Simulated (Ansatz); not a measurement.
Gas-phase electronic energies from Ansatz, PBE0-D4/def2-TZVP geometries. CCSD(T)/CBS adds triple-zeta CCSD(T) − MP2 to the extrapolated MP2 energy (def2 sets, frozen cores). This one scheme is used for every species. DFT in def2-TZVPP. Each species was taken in one conformer, which may not be the lowest.

Consider the silylene formation by 1,1-elimination: `N[Si]([SiH3])(Cl)Cl` → `Cl[Si]Cl` + `N[SiH3]`.

`N[Si]([SiH3])(Cl)Cl`:

```xyz
10

N     0.572    1.281   -1.134
Si   -0.582    0.243   -0.444
Si    0.310   -1.018    1.302
Cl   -2.107    1.451    0.208
Cl   -1.421   -1.089   -1.787
H     1.440    0.909   -1.486
H     0.275    2.093   -1.652
H     0.733   -0.124    2.410
H     1.492   -1.767    0.796
H    -0.713   -1.979    1.787
```

`Cl[Si]Cl`:

Z-matrix (Å, degrees):
```
Si
Cl 1 2.077
Cl 1 2.077 2 101.3
```

`N[SiH3]`:

Cartesian coordinates in Å:
```
N 1.050 0.075 -0.174
Si -0.657 0.042 0.040
H 1.497 -0.648 -0.716
H 1.642 0.366 0.586
H -1.281 -0.149 -1.295
H -1.183 -1.032 0.935
H -1.068 1.345 0.624
```

(1) Is it downhill or uphill in electronic energy at CCSD(T)/CBS, and by how much? (Estimate.)

(2) What do these levels give: BHLYP-D4, BLYP, PBE0, BHLYP, CCSD/def2-TZVPP, SCS-MP2/def2-QZVPP? (Estimate.)

Largest T1 diagnostic among the species: 0.013.

Answers

(1) Ansatz gave: Uphill: ΔE = +170.3 kJ/mol.

(2) The calculation gave: BHLYP-D4 175.7, BLYP 118.8, PBE0 172.4, BHLYP 156.0, CCSD/def2-TZVPP 162.7, SCS-MP2/def2-QZVPP 167.8 kJ/mol.

From r2SCAN to r2SCAN0 (25 % exact exchange), in def2-TZVPP and without D4, ΔE moves by +4.7 kJ/mol. The D4 term adds +22.1 kJ/mol with B3LYP and +12.3 kJ/mol with PBE0; it sums over pairs of atoms, weighted by their polarisabilities, and B3LYP, whose exchange is more repulsive, gets the larger term. In def2-TZVPP, CCSD(T) changes the Hartree–Fock value by +14.4 kJ/mol (the triples alone add +1.9 kJ/mol) and MP2 by +25.8 kJ/mol.

B3LYP here is the variant with VWN-RPA as its local correlation; programs differ in this.
